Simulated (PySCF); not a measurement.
Sb(Cl)2(TeH) (Cl2HSbTe), SMILES [TeH][Sb]([Cl])[Cl]. Coordinates come from a B3LYP-D3(BJ)/def2-SVP optimisation. The structure was generated by enumeration; whether it is a known compound was not checked. The def2 effective core potentials stand for the cores of Sb, Te; spin–orbit coupling is left out.

Computed equilibrium geometry at B3LYP-D3(BJ)/def2-SVP (PySCF confirms it by a frequency run) as a Z-matrix:
```
Sb
Cl 1 2.3973
Cl 1 2.4026 2 98.71
Te 1 2.7956 2 92.05 3 -101.49
H 4 1.6758 1 90.13 2 -172.77
```
